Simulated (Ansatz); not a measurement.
Name a neutral molecule of Br, In, S and H with LUMO energy (PBE0/def2-TZVPP) between -2.65 and -2.35 eV and size of the dipole moment (ωB97M-V/def2-TZVPP) between 1.30 and 1.60 D (Ansatz, PBE0-D4/def2-TZVP geometry).

`[SH][In]([Br])[Br]` (-2.56 eV, 1.33 D). Other molecules can fit too; these were computed, each in one conformer that needn't be the lowest.
